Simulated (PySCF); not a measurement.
## Input and output

[Gd(NH2)2]+ (singlet in the valence; each metal's 4f electrons, 7 of them, lie in its core potential, out of spins and levels). PySCF 2.14.0, RKS wB97X, Gd lcecp-1-SVP with ECP53, N def2-SVP, H def2-SVP; non-relativistic Hamiltonian with scalar-relativistic core potentials where named; density fitting; no spin-orbit coupling. Purpose: level wB97X.

```python
mol = gto.M(atom='''
Gd     0.00000     0.78712     0.02506
N      1.66072     0.03182     1.05032
H      1.60168    -0.57239     1.87462
H      2.65855     0.16094     0.86607
N     -1.66072     0.03182     1.05032
H     -2.65855     0.16094     0.86607
H     -1.60168    -0.57239     1.87462''',
    basis={'Gd': 'lcecp-1-SVP', 'N': 'def2-SVP', 'H': 'def2-SVP'},
    ecp={'Gd': 'lcecp-1-SVP'},
    charge=1, spin=0)
mf = dft.RKS(mol, xc='WB97X')
mf.grids.atom_grid = (75, 302)  # f atoms: unpruned, at least (60, 302)
mf = mf.density_fit()  # fitting sets: Gd AutoAux, N def2-universal-JKFIT, H def2-universal-JKFIT
mf.conv_tol = 1e-08; mf.max_cycle = 55
mf.kernel(dm0)  # dm0: converged density of the relaxed state
mf.nuc_grad_method().kernel()
```

Run from Python with OMP_NUM_THREADS=2; the lines above give its settings. Where DIIS fails, smearing, a level shift and second-order steps follow.
It took 6.4 s on 2 threads of Arm Neoverse V1 (shared host), from an already converged density.

Q: Where do the frontier levels lie, over both spins?

A: HOMO -13.96 eV, LUMO -4.64 eV. The 4f levels lie in the core potential and are missing.

Q: What are the Mulliken charges and spins?

A: 
```tsv
atom	charge (e)	spin (e)
Gd1	1.264	0.000
N2	-0.481	0.000
H3	0.180	0.000
H4	0.170	0.000
N5	-0.481	0.000
H6	0.170	0.000
H7	0.180	0.000
```
The spin of the 4f electrons in the core isn't counted.

Q: What forces act on the atoms (eV/Å)?

A: 
```
Gd   0.00  0.06 -0.08
N    0.09 -0.02  0.02
H    0.03  0.02 -0.03
H   -0.02 -0.03  0.04
N   -0.09 -0.02  0.02
H    0.02 -0.03  0.04
H   -0.03  0.02 -0.03
```
Forces carry noise of the integration grid, about 0.01 to 0.03 eV/Å.

The geometry was relaxed with PBE0 (Gd lcecp-1-SVP with ECP53, N def2-SVP, H def2-SVP).

An lcecp potential fixes the number of 4f electrons, so in runs with it no electron can move into or out of that shell.
